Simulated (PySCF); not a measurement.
## A ladder of Hamiltonians for Zr³⁰⁺ (zirconium, charge +30)

Occupied: 1s1/2, 2s1/2, 2p1/2, 2p3/2. Hartree-Fock calculated with PySCF 2.14 in an uncontracted even-tempered set (20 s from 3.5 bohr⁻², ratio 2.3; 14 p from 4.2 bohr⁻², ratio 2.3), Gaussian nucleus throughout. NR is non-relativistic, sf-X2C the spin-free one-electron X2C Hamiltonian, X2C adds the bare one-electron spin-orbit term, X2C-SNSO screens it by Boettger's factors, DC is four-component Dirac-Coulomb, and the Gaunt and Breit terms are added at first order (total energies over the DC spinors, levels after relaxing the spinors in that mean field). QED terms are absent. Levels marked empty are virtual spinors of this ion.

| Hamiltonian | E (hartree) | E − E(DC) (hartree) | CPU seconds |
| --- | --- | --- | --- |
| NR | -2864.7661 | 53.9734 | 0.55 |
| sf-X2C | -2917.7892 | 0.9503 | 0.31 |
| X2C | -2918.1210 | 0.6185 | 0.4 |
| X2C-SNSO | -2918.0880 | 0.6515 | 0.4 |
| DC | -2918.7395 | 0.0000 | 20 |
| DC+Gaunt | -2916.8032 | 1.9364 | 35 |
| DC+Breit | -2916.9705 | 1.7691 | 100 |

Problem. Give the 3p spin-orbit interval with each Hamiltonian that has one.

Solution. X2C 22.88; X2C-SNSO 21.70; DC 21.63; DC+Gaunt 21.23; DC+Breit 21.23 (eV).

```tsv
level (eV)	NR	sf-X2C	X2C	X2C-SNSO	DC	DC+Gaunt	DC+Breit
1s1/2	-19303.5	-19709.6	-19709.0	-19709.0	-19721.3	-19689.3	-19691.3
2s1/2	-3978.5	-4085.5	-4085.3	-4085.3	-4086.7	-4083.7	-4083.9
2p1/2	-3783.1	-3817.1	-3882.2	-3878.8	-3879.3	-3874.0	-3874.5
2p3/2	-3783.1	-3817.1	-3786.7	-3788.2	-3789.2	-3785.4	-3786.0
3s1/2 (empty)	-1551.3	-1582.3	-1582.3	-1582.3	-1582.6	-1581.8	-1581.9
3p1/2 (empty)	-1489.0	-1502.0	-1517.5	-1516.7	-1516.8	-1515.5	-1515.7
3p3/2 (empty)	-1489.0	-1502.0	-1494.6	-1495.0	-1495.2	-1494.3	-1494.5
```

Weight of the small component: 1s1/2 0.0212, 2s1/2 0.00450, 2p1/2 0.00445, 2p3/2 0.00433, 3s1/2 0.00163, 3p1/2 0.00160, 3p3/2 0.00158.

Koopmans' value for the highest occupied level at DC+Breit: 3786.0 eV, against an ionisation energy of 3788 ± 2.1 eV (semi-empirical (NIST evaluation); NIST Atomic Spectra Database, ionization energies); the former lacks relaxation, correlation, QED and recoil.

The whole ladder took 170 s of wall time on 1 thread of Neoverse-N1 (shared host), launched as `OMP_NUM_THREADS=1 python relrun2.py TASK.json OUT` (a driver that calls PySCF for each Hamiltonian).
